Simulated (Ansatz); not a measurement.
A nudged elastic band was laid between two geometries of AlH4N + BrH (8 atoms, charge 0, multiplicity 1).

The calculation used RHF/def2-SVP (Ansatz 0.2.0).

```json
{
 "movable images": "9",
 "climbing image": "yes",
 "spring": "5.0 eV/Å²",
 "optimiser": "quadratic models (default)",
 "start path": "through a guess of the saddle point",
 "force threshold": "0.05 eV/Å",
 "iteration limit": "60",
 "end points": "relaxed"
}
```

First end point:

```xyz
8
Properties=species:S:1:pos:R:3
Al 0.052 -0.490 0.099
N 0.002 -0.065 1.833
H -0.812 -0.165 2.412
H 0.815 0.020 2.416
H 1.453 -0.488 -0.621
H -1.311 -0.822 -0.619
Br -0.432 3.619 1.841
H -0.275 2.210 1.882
```

Last end point:

```xyz
8
Properties=species:S:1:pos:R:3
Al -0.069 0.542 0.097
N -0.033 0.194 2.145
H -0.775 -0.425 2.435
H 0.842 -0.210 2.445
H 1.374 0.050 -0.334
H -1.362 -0.262 -0.338
Br -0.333 2.862 0.155
H -0.152 1.068 2.638
```

Task: What changes between the two ends?

Result: Bonds broken: Br7–H8. Bonds formed: Al1–Br7, N2–H8. AlH4N + BrH becomes AlBrH5N.

Task: What energy profile does the band end with?

Result: The run converged. The highest image is number 4 of 0 to 10, 4.5 kcal/mol above the first end and 52.8 kcal/mol above the last; the last end lies 48.3 kcal/mol below the first. A vibrational analysis at the climbing image gives one clearly imaginary mode, 613i cm⁻¹: a first-order saddle point. The orbitals stay closed-shell, which can raise the energy where a bond breaks towards radicals; this wasn't checked here.

```tsv
image	path coordinate (Å)	energy (kcal/mol)	Br7–H8 (Å)	Al1–Br7 (Å)	N2–H8 (Å)
0	0.00	0.0	1.42	4.49	2.29
1	0.43	0.1	1.42	4.21	2.30
2	0.85	0.4	1.42	3.87	2.27
3	1.28	1.7	1.43	3.46	2.03
4	1.71	4.5	1.54	3.10	1.60
5	1.99	-4.3	1.78	3.01	1.26
6	2.27	-23.6	2.02	2.81	1.07
7	2.55	-36.7	2.20	2.56	1.02
8	2.84	-44.3	2.45	2.41	1.01
9	3.12	-47.5	2.75	2.36	1.01
10	3.40	-48.3	3.07	2.34	1.01
```

Task: What is the geometry of the highest image?

Result: 
```xyz
8
Properties=species:S:1:pos:R:3
Al -0.003 -0.059 0.205
N -0.018 0.088 2.046
H -0.805 -0.243 2.579
H 0.819 -0.065 2.583
H 1.408 -0.078 -0.481
H -1.372 -0.411 -0.476
Br -0.344 2.930 0.971
H -0.194 1.656 1.816
```

Task: What are the harmonic wavenumbers there?

Result: 613i, 79, 299, 395, 462, 582, 624, 703, 750, 828, 849, 1018, 1404, 1676, 2063, 2066, 3740, 3827 cm⁻¹.

Run time: 3.5 min on 1 thread of Arm Neoverse V1, on a shared host, peak memory 0.17 GiB.
